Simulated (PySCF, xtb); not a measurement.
ReF4, SMILES [F][Re]([F])([F])[F] (connectivity only; charge and spin as stated), neutral, multiplicity 4.

Harmonic wavenumbers (cm⁻¹) from GFN2-xTB (xtb) at its own minimum, in rising order: 132, 202, 202, 226, 297, 492, 551, 557, 557.

Question: What does r2SCAN-D4/def2-SVP (PySCF) give at its own minimum? (An estimate is asked for; the answer gives what the named calculation found.)

Answer: 127, 183, 183, 203, 301, 676, 708, 708, 724. Paired by order, the mean absolute difference is 81 cm⁻¹ and the zero-point energies are 4.6 and 5.4 kcal/mol.
